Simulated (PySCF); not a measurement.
CH3ClF2Ge, SMILES [CH3][Ge]([F])([F])[Cl]. Coordinates come from a PBE0-D3(BJ)/def2-SVP optimisation. This is a generated structure with no PubChem entry under its InChIKey; it may be hypothetical.

Give the equilibrium geometry at PBE0-D3(BJ)/def2-SVP (PySCF confirms it by a frequency run) as bond lengths and angles, and its point group. (Estimate from the structure and the level; the computed values follow.)

point group Cs.
Atoms: C1 Ge2 F3 F4 Cl5 H6 H7 H8. Bonds (Å): C1–Ge2 1.914, C1–H6 1.098, C1–H7 1.098, C1–H8 1.099, Ge2–F3 1.724, Ge2–F4 1.724, Ge2–Cl5 2.129. Angles (°): Ge2–C1–H6 109.3, Ge2–C1–H7 109.3, Ge2–C1–H8 109.1, H6–C1–H7 109.5, H6–C1–H8 109.7, H7–C1–H8 109.7, C1–Ge2–F3 111.6, C1–Ge2–F4 111.6, C1–Ge2–Cl5 114.5, F3–Ge2–F4 104.3, F3–Ge2–Cl5 107.1, F4–Ge2–Cl5 107.1.
